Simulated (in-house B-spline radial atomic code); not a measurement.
I²⁺. Computed with a B-spline radial atomic code. Model: non-relativistic spherical atom: semilocal Troullier-Martins pseudo-atom, one channel per l, against all electrons, high spin, G0W0 and RPA with empty states to l = 8, local potential for every l without a channel, a model core (radius 0 = none) keeps its share of the functional.

Without relativity these are model numbers for so heavy an element.

What the tables leave out is listed at the end.

The pseudopotential gives back the lowest level of each angular momentum of its own functional in the configuration it was made in; a second state of the same l is only approximately right. Exact exchange, RPA and GW see the smooth pseudo-orbitals and miss the exchange with the core, for which the functional's share stands in. The column with an uncorrelated core keeps all orbitals and exact exchange, and so separates missing core correlation from pseudisation. Only the three outermost levels and the lowest empty one were computed. RPA here is direct RPA, with no exchange kernel, and its energies carry an (l + 1/2)⁻⁴ tail. A hybrid on a potential with a model core restores only its own semilocal share of the core's exchange.

Command:
```bash
python run_psgw.py task.json out
```
Settings (lengths in bohr, energies in hartree):
```
Z                      53
electrons              51
configuration          [Kr] 4d10 5s2 5p3
generated_in           [Kr] 4d10 5s2 5p5
functional             pbe,pbe
core_shells            8
radius_factor          1.15
core_correction        True
```

Time taken, with all properties: 33 s on 1 thread of Intel(R) Xeon(R) Platinum 8259CL CPU @ 2.50GHz (Skylake/Cascade Lake) (shared host).

Given: made with PBE; model core radius 0.591 bohr; local radius 1.116 bohr; mean-field start PBE.

Valence shells of the generating configuration: 4d, 5s, 5p.

Channel: s 2.039, p 2.346, d 0.899 (radii in bohr).

Computed: largest level miss in the spin-unpolarised generating configuration 0 eV; valence RPA correlation energy all-electron orbitals -0.89347 hartree; valence RPA correlation energy pseudo -1.2005 hartree; all-electron RPA polarisability, core included 12.604 bohr³.

```tsv
level	occupied	mean-field all-electron (eV)	mean-field pseudo minus all (eV)	G0W0 all-electron (eV)	G0W0 uncorrelated core minus all (eV)	G0W0 pseudo minus all (eV)	exchange self-energy all-electron (eV)	exchange self-energy pseudo (eV)
5p up	1	-25.399	0.015	-30.384	0.016	-0.535	-19.858	-18.71
5s down	1	-32.758	0.022	-37.7	0.06	-0.565	-17.918	-15.565
5p down (empty)	0	-22.821	0.009	-19.249	0.042	-0.554	-6.317	-5.1444
```

What is the pseudo-atom RPA polarisability?

12.613 bohr³.

Given: mean-field start PBE0.

Computed: valence RPA correlation energy all-electron orbitals -0.84754 hartree; valence RPA correlation energy pseudo -1.1552 hartree; pseudo-atom RPA polarisability 11.187 bohr³.

```tsv
level	occupied	mean-field all-electron (eV)	mean-field pseudo minus all (eV)	G0W0 all-electron (eV)	G0W0 uncorrelated core minus all (eV)	G0W0 pseudo minus all (eV)	exchange self-energy all-electron (eV)	exchange self-energy pseudo (eV)
5p up	1	-26.805	-0.205	-30.518	0.018	-0.555	-19.822	-19.007
5s down	1	-33.789	0.012	-37.673	0.063	-0.454	-17.743	-15.566
5p down (empty)	0	-21.635	-0.164	-19.1	0.042	-0.425	-6.0583	-5.1219
```

What is the all-electron RPA polarisability, core included?

11.452 bohr³.

Among the listed levels the largest G0W0 shift of the pseudo-atom is -0.56 eV, for 5s down on the PBE start, while leaving the core uncorrelated moves that level by +0.06 eV. So pseudisation and the lost core exchange, not the missing core correlation, make the error. Not in the tables (levels of low weight, unsolved or above zero; the highest and the empty levels are kept at any weight): on PBE the G0W0 levels 5s up (pseudo minus all -0.18 eV, weights 0.28 and 0.32); on PBE0 the G0W0 levels 5s up (pseudo minus all -0.16 eV, weights 0.30 and 0.35); no Hartree-Fock pseudo-atom is run with a model core.
